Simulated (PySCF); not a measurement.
O2S2, SMILES O=[S][S]=O (connectivity only; charge and spin as stated), neutral, multiplicity 1.

Geometry: PBE0-D3(BJ)/def2-SVP. The values are those of a single conformer.

Two levels are set side by side: TDA-PBE/def2-SVPD (PySCF) and TDA-LC-ωPBE/def2-SVPD (PySCF). Vertical, same geometry. The lowest singlet is HOMO−1→LUMO 100 % with PBE and HOMO−1→LUMO 99 % with the other functional; states are paired by order. Differences are taken from unrounded values.

```json
[
 {"quantity": "lowest singlet excitation (eV)", "TDA-PBE": "2.48"},
 {"quantity": "lowest triplet excitation (TDA) (eV)", "TDA-PBE": "1.45"},
 {"quantity": "first bright state (f over 0.05) (eV)", "TDA-PBE": "4.01"},
 {"quantity": "its oscillator strength", "TDA-PBE": "0.06"}
]
```

Task: These are the TDA-PBE values. What does TDA-LC-ωPBE give? (An estimate is asked for; the answer gives what the named calculation found.)

Result: 
```json
[
 {"quantity": "lowest singlet excitation (eV)", "TDA-LC-ωPBE": "2.36", "TDA-PBE minus TDA-LC-ωPBE": "0.12"},
 {"quantity": "lowest triplet excitation (TDA) (eV)", "TDA-LC-ωPBE": "0.70", "TDA-PBE minus TDA-LC-ωPBE": "0.75"},
 {"quantity": "first bright state (f over 0.05) (eV)", "TDA-LC-ωPBE": "3.62", "TDA-PBE minus TDA-LC-ωPBE": "0.38"},
 {"quantity": "its oscillator strength", "TDA-LC-ωPBE": "0.12", "TDA-PBE minus TDA-LC-ωPBE": "-0.06"}
]
```

Rough cost on one machine, each run with all the roots and properties that it gave: TDA-LC-ωPBE against TDA-PBE about 3 times.
